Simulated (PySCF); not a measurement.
A structure optimised at PBE-D3(BJ)/def2-SVP, used in a PySCF frequency run:

```
Ga
O 1 1.7893
H 2 0.9767 1 109.93
O 1 1.7959 2 118.80 3 0.00
H 4 0.9758 1 111.35 2 180.00
Br 1 2.2884 2 118.82 3 180.00
```

Write its SMILES, formula and point group.

[OH][Ga]([OH])[Br], BrGaH2O2, Cs

What are its rotational constants (standard atomic weights)?

6.0529, 1.5609, 1.2409 GHz
